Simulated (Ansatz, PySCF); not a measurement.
Molecule: H$_{7}$SiN$_{3}$O, charge 0, multiplicity 1. SMILES: O[Si](N)(N)N
Geometry: optimised at B3LYP-D3(BJ)/def2-TZVP (Ansatz, an electronic-structure program).

Unscaled harmonic wavenumbers (cm⁻¹) in rising order, each level at the stationary point that it reaches from this structure (no distance between atoms moves by over 0.3 Å); the order of modes can differ between levels, and a negative number is imaginary. B3LYP-D3(BJ)/def2-TZVP (PySCF, at the structure above): 191, 232, 248, 275, 304, 325, 345, 350, 400, 421, 437, 473, 740, 778, 815, 836, 849, 867, 959, 970, 1579, 1583, 1592, 3565, 3583, 3593, 3650, 3674, 3685, 3876.

HF/6-31G* (Ansatz): 202, 242, 258, 279, 310, 332, 364, 372, 425, 458, 489, 541, 774, 846, 884, 897, 917, 940, 1034, 1045, 1751, 1758, 1768, 3789, 3808, 3822, 3881, 3905, 3922, 4145. Zero-point energy 63.1 against 58.9 kcal/mol; where all levels lie over 400 cm⁻¹, the wavenumbers are on average 1.082 times those of B3LYP-D3(BJ)/def2-TZVP.

B3LYP/6-31G* (Ansatz): 197, 231, 244, 268, 297, 328, 344, 369, 401, 435, 475, 519, 725, 796, 832, 847, 866, 884, 980, 986, 1612, 1617, 1627, 3549, 3571, 3583, 3641, 3667, 3680, 3809. Zero-point energy 59.2 against 58.9 kcal/mol; where all levels lie over 400 cm⁻¹, the wavenumbers are on average 1.017 times those of B3LYP-D3(BJ)/def2-TZVP.
